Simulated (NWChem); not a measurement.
System: C$_{2}$H$_{5}$BFNO; SMILES NB(C(=C)F)O

Input file for NWChem:

```
start job
memory heap 200 mb stack 900 mb global 1100 mb
geometry units angstroms noautoz
  C      1.273243    -1.489743     0.003114
  C      0.138032    -0.791860     0.000381
  F     -1.042975    -1.454267    -0.001392
  B     -0.007190     0.778599    -0.000012
  N     -1.304905     1.316007     0.002728
  O      1.148711     1.509793    -0.002610
  H      1.276152    -2.582782     0.003869
  H      2.221913    -0.951339     0.004489
  H     -2.106366     0.699040     0.004293
  H     -1.536956     2.299174     0.002890
  H      1.011275     2.460455    -0.002199
end
basis spherical
  C library 6-31g*
  F library 6-31g*
  B library 6-31g*
  N library 6-31g*
  O library 6-31g*
  H library 6-31g*
end
dft
  xc slater pw91lda
  iterations 150
  mulliken
end
task dft energy
```

Parts of the log:

```
             Northwest Computational Chemistry Package (NWChem) 7.3.0
             --------------------------------------------------------

 C1  symmetry detected

                             Geometry "geometry" -> ""
                             -------------------------

 Output coordinates in angstroms (scale by  1.889725989 to convert to a.u.)

  No.       Tag          Charge          X              Y              Z
 ---- ---------------- ---------- -------------- -------------- --------------
    1 C                    6.0000     1.28227782    -1.48980972     0.00256266
    2 C                    6.0000     0.14320496    -0.79824819    -0.00023562
    3 F                    9.0000    -1.03410057    -1.46721045    -0.00244833
    4 B                    5.0000    -0.01074603     0.77137920    -0.00024034
    5 N                    7.0000    -1.31142938     1.30156328     0.00235531
    6 O                    8.0000     1.14107242     1.50898900    -0.00238578
    7 H                    1.0000     1.29126360    -2.58281582     0.00302561
    8 H                    1.0000     2.22793945    -0.94614014     0.00429256
    9 H                    1.0000    -2.10944816     0.68014956     0.00357707
   10 H                    1.0000    -1.54894297     2.28342488     0.00272904
   11 H                    1.0000     0.99835303     2.45887206    -0.00175074

 Effective nuclear repulsion energy (a.u.)     218.7740158155

                                 NWChem DFT Module
                                 -----------------

 Summary of "ao basis" -> "ao basis" (spherical)
 ------------------------------------------------------------------------------
       Tag                 Description            Shells   Functions and Types
 ---------------- ------------------------------  ------  ---------------------
 C                           6-31g*                  6       14   3s2p1d
 F                           6-31g*                  6       14   3s2p1d
 B                           6-31g*                  6       14   3s2p1d
 N                           6-31g*                  6       14   3s2p1d
 O                           6-31g*                  6       14   3s2p1d
 H                           6-31g*                  2        2   2s

            General Information
            -------------------
          SCF calculation type: DFT
          Wavefunction type:  closed shell.
          No. of atoms     :    11
          No. of electrons :    46
           Alpha electrons :    23
            Beta electrons :    23
          Charge           :     0
          Spin multiplicity:     1
          Use of symmetry is: off; symmetry adaption is: off
          Maximum number of iterations: 150
          AO basis - number of functions:    94
                     number of shells:    46
          Convergence on energy requested:  1.00D-06
          Convergence on density requested:  1.00D-05
          Convergence on gradient requested:  5.00D-04

              XC Information
              --------------
                        Slater Exchange Functional  1.000 local
            Perdew 1991 LDA Correlation Functional  1.000 local

             Grid Information
             ----------------
          Grid used for XC integration:  medium
          Radial quadrature: Mura-Knowles
          Angular quadrature: Lebedev.
          Tag              B.-S. Rad. Rad. Pts. Rad. Cut. Ang. Pts.
          ---              ---------- --------- --------- ---------
          C                   0.70       49          11.0       434
          F                   0.50       49          11.0       434
          B                   0.85       49          10.0       434
          N                   0.65       49          11.0       434
          O                   0.60       49          10.0       434
          H                   0.35       45          12.0       434
          Grid pruning is: on
          Number of quadrature shells:   519
          Spatial weights used:  Erf1

      Superposition of Atomic Density Guess
      -------------------------------------

 Sum of atomic energies:        -330.75818199

      Non-variational initial energy
      ------------------------------

 Total energy =    -333.567368
 1-e energy   =    -886.396416
 2-e energy   =     334.055033
 HOMO         =      -0.289519
 LUMO         =       0.009379

     ---------------------------------------------
      Total Density - Mulliken Population Analysis
     ---------------------------------------------

    Atom       Charge   Shell Charges
 -----------   ------   -------------------------------------------------------
    1 C    6     6.65   2.00  0.74  2.02  0.64  1.23  0.03
    2 C    6     5.46   2.00  0.71  1.63  0.50  0.56  0.06
    3 F    9     9.48   2.00  0.94  3.39  1.02  2.12  0.01
    4 B    5     4.31   2.00  0.57  1.15  0.28  0.21  0.11
    5 N    7     8.09   2.00  0.81  2.67  0.81  1.80  0.01
    6 O    8     8.89   2.00  0.93  3.13  0.89  1.93  0.01
    7 H    1     0.77   0.46  0.32
    8 H    1     0.76   0.45  0.30
    9 H    1     0.56   0.41  0.15
   10 H    1     0.57   0.41  0.16
   11 H    1     0.46   0.36  0.11

   convergence    iter        energy       DeltaE   RMS-Dens  Diis-err
 ---------------- ----- ----------------- --------- --------- ---------
 d= 0,ls=0.0,diis     1   -331.1841478333 -5.50D+02  1.72D-02  1.42D+00
 d= 0,ls=0.0,diis     2   -331.0449781031  1.39D-01  1.11D-02  2.74D+00
 d= 0,ls=0.0,diis     3   -331.2872229971 -2.42D-01  3.27D-03  2.06D-01
 d= 0,ls=0.0,diis     4   -331.3023320940 -1.51D-02  1.70D-03  4.30D-02
 d= 0,ls=0.0,diis     5   -331.3074995407 -5.17D-03  5.13D-04  4.13D-03
  Resetting Diis
 d= 0,ls=0.0,diis     6   -331.3079385863 -4.39D-04  1.77D-04  6.07D-04
 d= 0,ls=0.0,diis     7   -331.3080058088 -6.72D-05  9.07D-05  2.00D-05
 d= 0,ls=0.0,diis     8   -331.3079968168  8.99D-06  6.48D-05  9.76D-05
 d= 0,ls=0.0,diis     9   -331.3080079448 -1.11D-05  1.01D-05  1.16D-06
 d= 0,ls=0.0,diis    10   -331.3080080542 -1.09D-07  4.05D-06  3.31D-07

         Total DFT energy =     -331.308008054203
      One electron energy =     -891.273230232768
           Coulomb energy =      381.330101396951
    Exchange-Corr. energy =      -40.138895033859
 Nuclear repulsion energy =      218.774015815472

 Numeric. integr. density =       46.000005842699

                       DFT Final Molecular Orbital Analysis
                       ------------------------------------

 Vector   21  Occ=2.000000D+00  E=-2.652935D-01
              MO Center= -9.8D-02, -5.6D-01, -7.9D-04, r^2= 2.7D+00
   Bfn.  Coefficient  Atom+Function         Bfn.  Coefficient  Atom+Function
  ----- ------------  ---------------      ----- ------------  ---------------
    32      0.394075   3 F  py               18     -0.323619   2 C  py
    36      0.275073   3 F  py               46      0.249111   4 B  py
     6      0.217897   1 C  s                20     -0.204168   2 C  s
    48     -0.183962   4 B  s                 3     -0.164637   1 C  px
     4      0.141400   1 C  py               76      0.140612   6 O  s

 Vector   22  Occ=2.000000D+00  E=-2.303707D-01
              MO Center= -5.7D-01,  1.2D+00,  9.0D-04, r^2= 2.2D+00
   Bfn.  Coefficient  Atom+Function         Bfn.  Coefficient  Atom+Function
  ----- ------------  ---------------      ----- ------------  ---------------
    61      0.492455   5 N  pz               65      0.415072   5 N  pz
    75     -0.352684   6 O  pz               79     -0.273436   6 O  pz
    47      0.102397   4 B  pz               33     -0.099377   3 F  pz
    37     -0.070699   3 F  pz               19      0.063712   2 C  pz
     5      0.051444   1 C  pz               23      0.042545   2 C  pz

 Vector   23  Occ=2.000000D+00  E=-2.075059D-01
              MO Center=  4.5D-01, -1.0D+00,  9.6D-04, r^2= 2.4D+00
   Bfn.  Coefficient  Atom+Function         Bfn.  Coefficient  Atom+Function
  ----- ------------  ---------------      ----- ------------  ---------------
     5      0.403617   1 C  pz               19      0.335544   2 C  pz
     9      0.317537   1 C  pz               33     -0.287410   3 F  pz
    37     -0.218661   3 F  pz               23      0.168374   2 C  pz
    61     -0.166968   5 N  pz               65     -0.157509   5 N  pz
    75     -0.068839   6 O  pz               79     -0.054483   6 O  pz

 Vector   24  Occ=0.000000D+00  E=-3.179377D-02
              MO Center=  4.6D-01, -5.2D-01,  6.2D-04, r^2= 3.0D+00
   Bfn.  Coefficient  Atom+Function         Bfn.  Coefficient  Atom+Function
  ----- ------------  ---------------      ----- ------------  ---------------
     9      0.482829   1 C  pz                5      0.383830   1 C  pz
    23     -0.359971   2 C  pz               19     -0.339123   2 C  pz
    47     -0.299392   4 B  pz               51     -0.266805   4 B  pz
    65      0.232001   5 N  pz               61      0.200837   5 N  pz
    79      0.170642   6 O  pz               75      0.162309   6 O  pz

 Vector   25  Occ=0.000000D+00  E= 3.462606D-02
              MO Center= -6.7D-02,  2.2D+00,  2.8D-04, r^2= 3.9D+00
   Bfn.  Coefficient  Atom+Function         Bfn.  Coefficient  Atom+Function
  ----- ------------  ---------------      ----- ------------  ---------------
    94      1.031793  11 H  s                62     -0.916505   5 N  s
    92      0.782226  10 H  s                76     -0.745141   6 O  s
    90      0.505688   9 H  s                78     -0.369877   6 O  py
    48      0.271656   4 B  s                74     -0.236388   6 O  py
    64     -0.216612   5 N  py               63      0.209125   5 N  px

 Vector   26  Occ=0.000000D+00  E= 6.611029D-02
              MO Center= -4.5D-01,  9.0D-01,  1.4D-03, r^2= 6.4D+00
   Bfn.  Coefficient  Atom+Function         Bfn.  Coefficient  Atom+Function
  ----- ------------  ---------------      ----- ------------  ---------------
    62      1.102746   5 N  s                92     -0.871198  10 H  s
    94      0.702550  11 H  s                90     -0.535992   9 H  s
    76     -0.531053   6 O  s                86      0.511013   7 H  s
    34      0.322319   3 F  s                 8      0.249906   1 C  py
    20     -0.246254   2 C  s                21      0.240071   2 C  px

     ---------------------------------------------
      Total Density - Mulliken Population Analysis
     ---------------------------------------------

    Atom       Charge   Shell Charges
 -----------   ------   -------------------------------------------------------
    1 C    6     6.47   2.00  0.67  2.09  0.61  1.08  0.02
    2 C    6     5.64   2.00  0.68  1.98  0.44  0.49  0.06
    3 F    9     9.28   2.00  0.92  3.30  1.04  2.01  0.02
    4 B    5     4.77   1.99  0.52  1.54  0.20  0.40  0.11
    5 N    7     7.74   2.00  0.75  2.57  0.82  1.59  0.02
    6 O    8     8.52   2.00  0.89  2.95  0.92  1.75  0.02
    7 H    1     0.84   0.50  0.34
    8 H    1     0.81   0.49  0.32
    9 H    1     0.66   0.48  0.18
   10 H    1     0.67   0.49  0.19
   11 H    1     0.59   0.46  0.13

     -------------------------------------------
      Total Density - Lowdin Population Analysis
     -------------------------------------------

    Atom       Charge   Shell Charges
 -----------   ------   -------------------------------------------------------
    1 C    6     6.32   1.99  0.55  1.90  0.45  1.38  0.05
    2 C    6     5.93   1.99  0.52  1.75  0.40  1.11  0.16
    3 F    9     9.09   1.99  0.91  3.17  0.82  2.15  0.04
    4 B    5     5.24   1.97  0.41  1.40  0.32  0.84  0.29
    5 N    7     7.35   1.99  0.66  2.38  0.51  1.77  0.04
    6 O    8     8.24   1.99  0.82  2.78  0.66  1.96  0.04
    7 H    1     0.85   0.47  0.38
    8 H    1     0.84   0.46  0.37
    9 H    1     0.73   0.45  0.28
   10 H    1     0.75   0.46  0.29
   11 H    1     0.67   0.44  0.23

     Multipole analysis of the density
     ---------------------------------

     L   x y z        total         alpha         beta         nuclear
     -   - - -        -----         -----         ----         -------
     0   0 0 0      0.000000    -23.000000    -23.000000     46.000000

     1   1 0 0     -0.475027     -0.237513     -0.237513      0.000000
     1   0 1 0      1.089714      0.544857      0.544857     -0.000000
     1   0 0 1      0.002385      0.001192      0.001192      0.000000

     2   2 0 0    -23.340894   -112.634072   -112.634072    201.927251
     2   1 1 0     -2.372556      7.147730      7.147730    -16.668016
     2   1 0 1     -0.000977      0.001543      0.001543     -0.004063
     2   0 2 0    -18.565437   -167.933574   -167.933574    317.301710
     2   0 1 1     -0.000023      0.009334      0.009334     -0.018691
     2   0 0 2    -27.040673    -13.520746    -13.520746      0.000819
```

Level: LDA (Slater exchange, PW92)/6-31G* (spherical d). Coordinates come from a PBE0/def2-SVP optimisation.
